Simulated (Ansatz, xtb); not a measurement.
## C6H5Cl3: 5 structures ranked

5 gas-phase structures of C6H5Cl3, from a drawn sample of its isomers (lower ones may exist). Each was relaxed with GFN2-xTB; where two conformers were screened, the lower at r2SCAN-D4/def2-SVP is listed:

A. `ClCC1=C[C@H](Cl)C(Cl)=C1`, a singlet
B. `ClC(Cl)(Cl)C1=CCC=C1`, a singlet
C. `ClC(Cl)(Cl)C1C=CC=C1`, a singlet
D. `C=C1CC=C1C(Cl)(Cl)Cl`, a singlet
E. `ClC=C1CC(=C(Cl)Cl)C1`, a singlet

Question: Make a reasoned guess at their ranking by r2SCAN-D4/def2-SVP single-point energy.

Answer: Calculated order at r2SCAN-D4/def2-SVP: A (0.0), B (14.7), C (25.1), E (95.2), D (131.9) kJ/mol.

Energies above the lowest of each column, in kJ/mol; the last columns are at PBE-D3(BJ)/def2-SVP geometries and were run for some of them only (a dash: not run or not comparable):

```tsv
structure	GFN2-xTB	HF/STO-3G	r2SCAN-D4/def2-SVP	PBE-D3(BJ)/def2-SVP	CCSD(T)/def2-SVP + ΔMP2/def2-TZVPP
A	0.0	0.0	0.0	0.0	0.0
B	9.5	53.3	14.7	12.8	25.7
C	30.6	69.3	25.1	22.1	27.7
E	52.8	106.5	95.2	–	–
D	122.9	190.3	131.9	–	–
```

Every level run on A puts it lowest or level with the lowest. Flexible structures stand in one conformer each, not always the lowest. Frequencies (GFN2-xTB) were run for A, B, C alone. ΔMP2 is the change of the MP2 energy from the smaller to the larger basis.

Over these structures GFN2-xTB departs from r2SCAN-D4/def2-SVP by 12.9 kJ/mol on average once a common shift is removed. A GFN2-xTB relaxation took about 0.11 s and the r2SCAN-D4/def2-SVP energy about 2.8 s on a shared host (Ansatz 0.2.0, xtb 6.7.1).
